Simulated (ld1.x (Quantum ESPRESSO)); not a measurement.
# What one change does to a pseudopotential (Ir, TM)

ld1.x (Quantum ESPRESSO) 7.5 input, shortened:

```
&input
   title='Ir', zed=77., rel=1, dft='PBE', iswitch=3,
   config='[Xe] 4f14 5d7 6s1.75 6p0'
 /
 &inputp
   pseudotype=2, tm=.true., lloc=0,
   nlcc=.false.
 /
3
5P  2  1   6.00   0.00  1.10  1.10  0.0
5D  3  2   7.00   0.00  1.90  1.90  0.0
6S  1  0   1.75   0.00  2.25  2.25  0.0
 &test
   configts(1)='5p6 5d7 6s1.75 6p0'
 /
```

Change: core correction a·sin(br)/r model core inside 1.32 bohr.

Cutoffs: the cutoffs (Ry, on a coarse ladder) from which the occupation-weighted sum of valence levels, in a spherical-Bessel basis at the reference potential, stays within 10 and 1 mRy of its value at 400 Ry; they do not see the model core or the augmentation charge, which bear on the density cutoff. Errors are all-electron minus pseudo energies relative to the spin-unpolarised reference configuration.

Problem. What does the change do?

Solution. The potential gets neither clearly harder nor softer (140 Ry and 200 Ry → 140 Ry and 200 Ry); of the 7 tests that both files solve, the error grows in 2 and shrinks in 0 by more than 15 % and 0.3 meV (median size 36.4 → 44.9 meV); neither file shows a bound ghost. A model core, the more so a compact one, raises the density cutoff, which this test does not measure.

```csv
quantity,base,changed
"cutoff, loose",140 Ry,140 Ry
"cutoff, tight",200 Ry,200 Ry
bound ghosts,none,none
"error for 5p6 5d7 6s2 6p0, meV [ΔE -1.80 eV]",+0.4,+0.4
"error for 5p6 5d7 6s1 6p0, meV [ΔE 8.08 eV]",-7.0,-7.9
"error for 5p6 5d7 6s0 6p0, meV [ΔE 25.55 eV]",-36,-45
"error for 5p6 5d8 6s0 6p0, meV [ΔE 6.84 eV]",-92,-98
"error for 5p6 5d7 6s1.5 6p0, meV [ΔE 2.24 eV]",-1.3,-1.3
"error for 5p6 5d7 6s0 6p2, meV [ΔE 9.21 eV]",-1403,-1407
"error for 5p6 5d5 6s0 6p0, meV [ΔE 99.67 eV]",-202,-257
s: phases at 2.46 bohr within 0.05 rad from the reference energy up to (Ry; the scan ends near 5),3.0,3.0
p: phases at 2.46 bohr within 0.05 rad from the reference energy up to (Ry; the scan ends near 5),-1.2,-1.2
d: phases at 2.46 bohr within 0.05 rad from the reference energy up to (Ry; the scan ends near 5),1.4,1.4
```
